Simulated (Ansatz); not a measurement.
CH$_{6}$BClSi, SMILES `C[SiH2]BCl`. Charge 0, multiplicity 1. Geometry: relaxed with PBE0-D4/def2-TZVP. It is one conformer, not always the lowest.

```xyz
10

C     0.278   -0.563   -1.347
Si    0.666    0.162    0.335
B    -0.974    0.578    1.432
Cl   -2.571    0.265    0.804
H    -0.330    0.130   -1.933
H     1.193   -0.773   -1.906
H    -0.282   -1.494   -1.245
H     1.447    1.427    0.197
H     1.512   -0.777    1.131
H    -0.939    1.045    2.532
```

Q: What is the dipole moment at ωB97M-V/def2-TZVPP? (An estimate is asked.)

A: Computed: 0.57 D, with components (0.22, -0.20, -0.48) D in this frame, pointing from negative to positive charge.

Q: And with PBE, r2SCAN, B3LYP? (An estimate is asked.)

A: The calculation gave: PBE 0.64 D, r2SCAN 0.63 D, B3LYP 0.57 D.

Q: Give the Mulliken charges with ωB97M-V, B3LYP, r2SCAN in def2-TZVPP. (Estimate.)

A: Ansatz gave: 
| atom | ωB97M-V | B3LYP | r2SCAN |
| --- | --- | --- | --- |
| C1 | -0.45 | -0.39 | -0.30 |
| Si2 | 0.15 | 0.20 | 0.24 |
| B3 | 0.01 | 0.11 | 0.10 |
| Cl4 | -0.09 | -0.12 | -0.12 |
| H5 | 0.12 | 0.10 | 0.08 |
| H6 | 0.12 | 0.11 | 0.08 |
| H7 | 0.12 | 0.10 | 0.08 |
| H8 | -0.04 | -0.08 | -0.08 |
| H9 | -0.04 | -0.08 | -0.08 |
| H10 | 0.08 | 0.05 | 0.01 |

B3LYP here is the variant with VWN-RPA as its local correlation; programs differ in this.
